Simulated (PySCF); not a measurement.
B3LYP has the VWN-RPA correlation part, as in Gaussian. Delta-SCF ions had no search for a lower state. Excitations are Tamm–Dancoff values on a coarser integration grid. The basis has no diffuse functions, so Rydberg states are missing or too high.

Z-matrix (Å, degrees):
```
C
H 1 1.0932
H 1 1.0934 2 109.74
N 1 1.4931 2 112.57 3 126.81
H 4 1.0148 1 115.92 2 -119.16
C 4 1.4165 5 116.97 1 100.17
C 6 1.3393 4 96.96 5 -121.98
H 7 1.0784 6 135.72 4 -167.40
H 6 1.0839 7 136.88 8 8.43
```
Charge 0, spin multiplicity 1.

Q: Estimate the LUMO, vertical ionisation energy (Delta-SCF), dipole moment, HOMO, total energy, T1 excitation (TDA), S1–T1 gap (TDA) and HOMO–LUMO gap that B3LYP-D3(BJ)/def2-TZVP // PBE0-D4/def2-TZVP (PySCF) returns for this input.

A: 
```yaml
LUMO: 0.41 eV
vertical ionisation energy (Delta-SCF): 8.52 eV
dipole_moment: 1.06 D
HOMO: -5.98 eV
total_energy: -172.0797 Ha
T1 excitation (TDA): 3.96 eV
S1–T1 gap (TDA): 1.86 eV
HOMO–LUMO gap: 6.39 eV
```
